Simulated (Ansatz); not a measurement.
Ansatz (an electronic-structure program) input for fluoro(silyl)silane (FH₅Si₂), SMILES F[SiH2][SiH3], B3LYP-D3(BJ)/def2-TZVP. 

Ansatz 0.2 input:
```yaml
crystal:
  periodic: [false, false, false]
  atoms:
    - {symbol: Si, position_ang: [1.49275161, 0.16269755, 0.02089028]}
    - {symbol: Si, position_ang: [-0.78770384, 0.30453979, -0.26289272]}
    - {symbol: F, position_ang: [-1.47118192, -0.95228109, 0.49040245]}
    - {symbol: H, position_ang: [2.15474350, 1.28070177, -0.65910822]}
    - {symbol: H, position_ang: [2.06238600, -1.07050337, -0.53131731]}
    - {symbol: H, position_ang: [1.89831879, 0.21930546, 1.42897937]}
    - {symbol: H, position_ang: [-1.45683593, 1.44228557, 0.36319676]}
    - {symbol: H, position_ang: [-1.28864390, 0.15741745, -1.62733839]}
basis:
  gaussian:
    orbitals: def2-TZVP
hamiltonian:
  xc: b3lyp
  dispersion: d3bj
relax: {f_tol: 0.002, max_steps: 200}
```

It prints:

```
WARN ansatz: RAYON_NUM_THREADS=1 ignored (pool sized by the plan → 1); use --threads N
Functional definition: B3LYP
integrals: 0.05 GiB planned
898 factors; their error is unknown
mean field: 0.46 GiB planned
mean field evaluation 1: about -18555.8951 eV, gradient 3.5e1 eV
mean field evaluation 2: about -18553.3039 eV, gradient 5.8e1 eV
mean field evaluation 4: about -18557.8225 eV, gradient 9.5e-1 eV
mean field evaluation 8: about -18557.8833 eV, gradient 1.1e-1 eV
mean field -18557.88335233 eV, -681.9896342130 hartree, gradient 2.2e-5 eV, S^2 0.000000; 0 other end points of the search recorded, 0 dependent functions left out
the calculation of the forces begins
reference -18557.88360883 eV, -681.9896436391 hartree; 21, 21 occupied and 114, 114 virtual orbitals, 898 factors
relax step   1: F+E_penalty+E_count = -18558.14456186 eV  Δ(F+E_penalty+E_count) = +0.000e0 eV  max|allowed force component| = 9.412e-1 eV/Å  Δτ_max = 0.0000 Å  (24 SCF iters, accepted)
these checks for a lower state are left out or cut short: starts, cluster_reference, orbital_swaps, neighbouring_geometries, increment
integrals: 0.05 GiB planned
898 factors; their error is unknown
mean field: 0.46 GiB planned
mean field evaluation 16: about -18557.8816 eV, gradient 4.2e0 eV
mean field -18557.97521364 eV, -681.9930100540 hartree, gradient 7.9e-6 eV, S^2 0.000000; 0 other end points of the search recorded, 0 dependent functions left out
the calculation of the forces begins
reference -18557.97547097 eV, -681.9930195105 hartree; 21, 21 occupied and 114, 114 virtual orbitals, 898 factors
relax step   2: F+E_penalty+E_count = -18558.23705028 eV  Δ(F+E_penalty+E_count) = -9.249e-2 eV  max|allowed force component| = 1.678e-1 eV/Å  Δτ_max = 0.0962 Å  (27 SCF iters, accepted)
these checks for a lower state are left out or cut short: starts, cluster_reference, orbital_swaps, neighbouring_geometries, increment
integrals: 0.05 GiB planned
898 factors; their error is unknown
mean field: 0.46 GiB planned
mean field -18557.98534539 eV, -681.9933823888 hartree, gradient 2.0e-5 eV, S^2 0.000000; 0 other end points of the search recorded, 0 dependent functions left out
the calculation of the forces begins
reference -18557.98560375 eV, -681.9933918834 hartree; 21, 21 occupied and 114, 114 virtual orbitals, 898 factors
relax step   3: F+E_penalty+E_count = -18558.24621535 eV  Δ(F+E_penalty+E_count) = -9.165e-3 eV  max|allowed force component| = 1.868e-1 eV/Å  Δτ_max = 0.0462 Å  (26 SCF iters, accepted)
these checks for a lower state are left out or cut short: starts, cluster_reference, orbital_swaps, neighbouring_geometries, increment
integrals: 0.05 GiB planned
898 factors; their error is unknown
mean field: 0.46 GiB planned
mean field evaluation 32: about -18557.9869 eV, gradient 1.1e-1 eV
mean field -18557.98688928 eV, -681.9934391256 hartree, gradient 1.6e-5 eV, S^2 0.000000; 0 other end points of the search recorded, 0 dependent functions left out
the calculation of the forces begins
reference -18557.98714738 eV, -681.9934486106 hartree; 21, 21 occupied and 114, 114 virtual orbitals, 898 factors
relax step   4: F+E_penalty+E_count = -18558.24782741 eV  Δ(F+E_penalty+E_count) = -1.612e-3 eV  max|allowed force component| = 1.569e-1 eV/Å  Δτ_max = 0.0128 Å  (27 SCF iters, accepted)
these checks for a lower state are left out or cut short: starts, cluster_reference, orbital_swaps, neighbouring_geometries, increment
integrals: 0.05 GiB planned
898 factors; their error is unknown
mean field: 0.46 GiB planned
mean field -18557.98882654 eV, -681.9935103189 hartree, gradient 1.6e-5 eV, S^2 0.000000; 0 other end points of the search recorded, 0 dependent functions left out
the calculation of the forces begins
reference -18557.98908476 eV, -681.9935198083 hartree; 21, 21 occupied and 114, 114 virtual orbitals, 898 factors
relax step   5: F+E_penalty+E_count = -18558.24939615 eV  Δ(F+E_penalty+E_count) = -1.569e-3 eV  max|allowed force component| = 2.021e-2 eV/Å  Δτ_max = 0.0256 Å  (27 SCF iters, accepted)
these checks for a lower state are left out or cut short: starts, cluster_reference, orbital_swaps, neighbouring_geometries, increment
integrals: 0.05 GiB planned
898 factors; their error is unknown
mean field: 0.46 GiB planned
mean field -18557.98937414 eV, -681.9935304428 hartree, gradient 1.6e-5 eV, S^2 0.000000; 0 other end points of the search recorded, 0 dependent functions left out
the calculation of the forces begins
reference -18557.98963269 eV, -681.9935399443 hartree; 21, 21 occupied and 114, 114 virtual orbitals, 898 factors
relax step   6: F+E_penalty+E_count = -18558.25003827 eV  Δ(F+E_penalty+E_count) = -6.421e-4 eV  max|allowed force component| = 2.835e-2 eV/Å  Δτ_max = 0.0262 Å  (27 SCF iters, accepted)
these checks for a lower state are left out or cut short: starts, cluster_reference, orbital_swaps, neighbouring_geometries, increment
integrals: 0.05 GiB planned
898 factors; their error is unknown
mean field: 0.46 GiB planned
mean field -18557.98937516 eV, -681.9935304800 hartree, gradient 1.5e-5 eV, S^2 0.000000; 0 other end points of the search recorded, 0 dependent functions left out
the calculation of the forces begins
reference -18557.98963370 eV, -681.9935399814 hartree; 21, 21 occupied and 114, 114 virtual orbitals, 898 factors
relax step   7: F+E_penalty+E_count = -18558.25008514 eV  Δ(F+E_penalty+E_count) = -4.688e-5 eV  max|allowed force component| = 2.958e-3 eV/Å  Δτ_max = 0.0033 Å  (22 SCF iters, accepted)
these checks for a lower state are left out or cut short: starts, cluster_reference, orbital_swaps, neighbouring_geometries, increment
integrals: 0.05 GiB planned
898 factors; their error is unknown
mean field: 0.46 GiB planned
mean field -18557.98936418 eV, -681.9935300767 hartree, gradient 3.1e-5 eV, S^2 0.000000; 0 other end points of the search recorded, 0 dependent functions left out
the calculation of the forces begins
reference -18557.98962274 eV, -681.9935395785 hartree; 21, 21 occupied and 114, 114 virtual orbitals, 898 factors
relax step   8: F+E_penalty+E_count = -18558.25008740 eV  Δ(F+E_penalty+E_count) = -2.255e-6 eV  max|allowed force component| = 5.443e-4 eV/Å  Δτ_max = 0.0012 Å  (19 SCF iters, accepted)
integrals: 0.05 GiB planned
898 factors; their error is unknown
mean field: 0.46 GiB planned
mean field evaluation 64: about -18553.6957 eV, gradient 5.6e1 eV
mean field -18557.98936418 eV, -681.9935300767 hartree, gradient 3.1e-5 eV, S^2 0.000000; 1 other end points of the search recorded, 0 dependent functions left out
the calculation of the forces begins
reference -18557.98962274 eV, -681.9935395785 hartree; 21, 21 occupied and 114, 114 virtual orbitals, 898 factors
Total energy: -18558.25034596 eV, -682.0031209800 hartree
Atom 0 at     1.506716     0.160278     0.023691 Å, force    -0.000385     0.000245    -0.000188 eV/Å
Atom 1 at    -0.824039     0.253307    -0.233120 Å, force     0.000209    -0.000471     0.000502 eV/Å
Atom 2 at    -1.501598    -1.000506     0.523644 Å, force     0.000000     0.000004     0.000067 eV/Å
Atom 3 at     2.101445     1.320604    -0.685273 Å, force     0.000126     0.000045     0.000157 eV/Å
Atom 4 at     2.046328    -1.090324    -0.560514 Å, force     0.000188    -0.000135    -0.000276 eV/Å
Atom 5 at     1.876874     0.229389     1.457110 Å, force     0.000126    -0.000107     0.000264 eV/Å
Atom 6 at    -1.386021     1.490557     0.357518 Å, force    -0.000127     0.000544    -0.000073 eV/Å
Atom 7 at    -1.215870     0.180858    -1.660243 Å, force    -0.000137    -0.000125    -0.000453 eV/Å
Dipole moment:     0.149841     0.192045    -0.112016 e Å
```

The run converged.

Cost: very roughly 24 core-seconds.
